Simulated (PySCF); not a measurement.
System: fluoro(trimethyl)silane, C$_{3}$H$_{9}$FSi, net charge 0, singlet state. SMILES: C[Si](C)(C)F
Structure (B3LYP-D3(BJ)/def2-TZVP (Ansatz) minimum search):
```xyz
14

C      1.5018    -0.8629    -0.6679
Si     0.0038     0.0021     0.0286
C     -1.5516    -0.9875    -0.2520
C     -0.1576     1.7365    -0.6370
F      0.2171     0.1192     1.6297
H      1.4167    -0.9726    -1.7519
H      2.4141    -0.3003    -0.4592
H      1.6157    -1.8605    -0.2387
H     -2.4170    -0.4974     0.1988
H     -1.4666    -1.9863     0.1811
H     -1.7506    -1.1018    -1.3205
H     -1.0099     2.2524    -0.1898
H     -0.3046     1.7238    -1.7199
H      0.7390     2.3237    -0.4280
```

Dispersion corrections to the total energy (kcal/mol) from the dftd3 and dftd4 libraries through PySCF: D3(BJ) without and D4 with the three-body term, each with the damping fitted for the functional named.

```csv
functional,D3(BJ),D4
CAM-B3LYP,-5.21,-5.41
revPBE,?,-19.41
PBE0,-5.72,?
HF,-49.38,-22.00
PBE,-6.55,-6.33
B2PLYP,-5.33,-4.43
HSE06,-4.39,?
```

Question: Fill in the missing entries.

Answer: 
- revPBE, D3(BJ): -16.16
- PBE0, D4: -5.36
- HSE06, D4: -4.98
